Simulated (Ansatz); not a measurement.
Input file for Ansatz (a quantum-chemistry and plane-wave program): R-CCSD(T)/cc-pV(Q+d)Z on H2S2 (SMILES SS), a point of a torsion scan. Files ending in .json are basis or fitting sets from the Basis Set Exchange.

Ansatz 0.2 input:
```yaml
crystal:
  periodic: [false, false, false]
  atoms:
    - {symbol: S, position_ang: [-0.93414804, 0.53877709, 0.41248194]}
    - {symbol: S, position_ang: [0.92970290, 0.40622834, -0.41942202]}
    - {symbol: H, position_ang: [-1.55049163, -0.38469933, -0.33967479]}
    - {symbol: H, position_ang: [0.71167833, 1.15684283, -1.50912876]}
basis:
  gaussian:
    orbitals: cc-pV_Q+d_Z.json
magnetization: {spin_polarized: false}
correlation: {method: ccsd_t, electrons: outside_noble_gas}
scf: {lower_state_search: off}
```

The head of its log:

```
WARN ansatz: RAYON_NUM_THREADS=2 ignored (pool sized by the plan → 2); use --threads N
Functional definition: HF
these checks for a lower state are left out or cut short: stability, starts, cluster_reference, orbital_swaps, neighbouring_geometries, increment
integrals: 0.69 GiB planned
1125 factors; integrals over basis functions are off by at most 5.8e-4 eV
mean field: 0.60 GiB planned
mean field evaluation 1: about -21666.7934 eV, gradient 1.3e1 eV
mean field evaluation 2: about -21666.9263 eV, gradient 1.3e1 eV
mean field evaluation 4: about -21667.6583 eV, gradient 1.7e0 eV
mean field evaluation 8: about -21667.6778 eV, gradient 9.6e-2 eV
mean field -21667.67785754 eV, -796.2724743852 hartree, gradient 3.4e-6 eV, S^2 0.000000; 0 other end points of the search recorded, 0 dependent functions left out
10 core orbitals not correlated
reference -21667.67785754 eV, -796.2724743852 hartree; 7, 7 occupied and 171, 171 virtual orbitals, 1125 factors
```

Question: What total energy does the run end on?

Answer: -796.7148 hartree (reference determinant -796.2725, T1 diagnostic 0.011).
